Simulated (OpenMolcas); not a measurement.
**4d along the 37-electron sequence**

| Property | Result |
| --- | --- |
| Program | OpenMolcas |
| Method | CASSCF |
| Basis | ANO-R2 |
| Scalar Hamiltonian | X2C, finite nucleus |
| Spin-orbit coupling | RASSI with atomic mean-field integrals over the reference wave functions, term energies averaged over their components |

Active space for each ion: 1 electron in 10 orbitals (4d 5d).

Computed levels in cm-1 above ²D_3/2:

```json
{"Level": "²D_5/2", "Nb4+": "1810", "Mo5+": "2538", "Tc6+": "3282", "Ru7+": "4201"}
{"Level": "weight of ²D in the lowest level (%)", "Nb4+": "100", "Mo5+": "100", "Tc6+": "100", "Ru7+": "100"}
```

Measured, with the error of the calculation in %. Measured levels: Nb4+ from Moore, Atomic Energy Levels, vol. II, NSRDS-NBS 35 (1971 reprint of NBS Circular 467, 1952); Mo5+ from Sugar and Musgrove, J. Phys. Chem. Ref. Data 17, 155 (1988).

```json
{"Level": "²D_5/2", "Nb4+": "1870 (-3.2)", "Mo5+": "2584 (-1.8)"}
```

The fine-structure level ²D_5/2 changes by a factor of 2.32 from Nb4+ to Ru7+. Its fourth root runs 6.52, 7.10, 7.57, 8.05, with steps per unit of Z of 0.58, 0.47, 0.48; equal steps would mean a (Z - σ)^4 law with constant σ.

With one active electron outside closed inactive shells, the extra shells (5d) add no correlation to the reference. With one active electron the reference holds no correlation, so core polarisation is missing. Computed and measured levels are paired by configuration, term and J; levels that our copy of the source lacks, or whose pairing is in doubt (as where it misses far off the trend of its configuration), stay unpaired and out of the deviations. Only configurations of the active space appear.
